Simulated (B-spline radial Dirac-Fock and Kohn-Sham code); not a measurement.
Calculated with a radial B-spline solver, using relaxed Dirac-Fock hole states (ΔSCF) with Breit and QED corrections and a finite nucleus. No correlation.

Question: An atom or ion in its tabulated ground configuration has these computed binding energies (the last is its least bound level). Which is it?

```
level  binding energy (eV)
    K              19029.0
   L1               3541.9
   L2               3318.7
   M1               1248.3
 M2,3               1154.0
```

Answer: Zr²³⁺: Z = 40 with 17 electrons, [Ne] 3s2 3p5. The hydrogen-like estimate √(E/Ry) = 37.4 for the K level lies 2.6 below Z; the outermost level, at 1154.0 eV, fixes the charge.

Question: An atom or ion in its tabulated ground configuration has these computed binding energies (the last is its least bound level). Which is it?

| level | binding energy (eV) |
| --- | --- |
| 1s | 55062.5 |
| 2s | 10318.6 |
| 2p1/2 | 9849.6 |
| 3d3/2 | 2548.8 |
| 3d5/2 | 2511.8 |
| 4s | 1459.4 |
| 4p | 1340.9 |

Answer: Dy³²⁺: Z = 66 with 34 electrons, [Ar] 3d10 4s2 4p4. The hydrogen-like estimate √(E/Ry) = 63.6 for the K level lies 2.4 below Z (screening lowers it, relativity raises it); the outermost level, at 1340.9 eV, fixes the charge.
